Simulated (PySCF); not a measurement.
# F⁺ (fluorine, charge +1) across methods

[He] 2s2 2p3 3s1, high-spin 5S determinant (an excited configuration). Calculation: PySCF 2.14, in dyall-av2z (11s7p2d, 42 functions); the non-relativistic Hamiltonian (point nucleus).

```json
{"method": "MN15", "E (hartree)": "-98.2628", "mean ε 2s β (eV)": "-57.031", "mean ε 2p α (eV)": "-45.645", "mean ε 3s α (eV)": "-10.879", "Σ⟨r²⟩ (bohr²)": "15.74", "⟨S²⟩": "6.000"}
{"method": "wB97X", "E (hartree)": "-98.2776", "mean ε 2s β (eV)": "-58.562", "mean ε 2p α (eV)": "-47.367", "mean ε 3s α (eV)": "-12.545", "Σ⟨r²⟩ (bohr²)": "15.73", "⟨S²⟩": "6.002"}
{"method": "LDA", "E (hartree)": "-97.6403", "mean ε 2s β (eV)": "-53.260", "mean ε 2p α (eV)": "-41.908", "mean ε 3s α (eV)": "-10.212", "Σ⟨r²⟩ (bohr²)": "15.66", "⟨S²⟩": "6.001"}
{"method": "r2SCAN", "E (hartree)": "-98.2684", "mean ε 2s β (eV)": "-53.701", "mean ε 2p α (eV)": "-43.183", "mean ε 3s α (eV)": "-10.217", "Σ⟨r²⟩ (bohr²)": "15.82", "⟨S²⟩": "6.002"}
{"method": "PBE0", "E (hartree)": "-98.2234", "mean ε 2s β (eV)": "-55.731", "mean ε 2p α (eV)": "-45.093", "mean ε 3s α (eV)": "-10.865", "Σ⟨r²⟩ (bohr²)": "15.71", "⟨S²⟩": "6.001"}
{"method": "UHF", "E (hartree)": "-98.07466", "mean ε 2s β (eV)": "-60.893", "mean ε 2p α (eV)": "-54.159", "mean ε 3s α (eV)": "-12.666", "Σ⟨r²⟩ (bohr²)": "15.79", "⟨S²⟩": "6.003"}
{"method": "PBE", "E (hartree)": "-98.2070", "mean ε 2s β (eV)": "-53.361", "mean ε 2p α (eV)": "-41.840", "mean ε 3s α (eV)": "-10.139", "Σ⟨r²⟩ (bohr²)": "15.69", "⟨S²⟩": "6.001"}
{"method": "M06-L", "E (hartree)": "-98.2809", "mean ε 2s β (eV)": "-53.965", "mean ε 2p α (eV)": "-43.065", "mean ε 3s α (eV)": "-10.045", "Σ⟨r²⟩ (bohr²)": "15.62", "⟨S²⟩": "6.002"}
```

**Question.** Estimate the same row for BHandHLYP.

**Answer.** E (hartree) = -98.2934; mean ε 2s β (eV) = -58.366; mean ε 2p α (eV) = -48.109; mean ε 3s α (eV) = -11.387; Σ⟨r²⟩ (bohr²) = 15.67; ⟨S²⟩ = 6.002.

The outer electron is Rydberg-like, and this basis confines it to a smaller radius and binds it less than a complete one would.
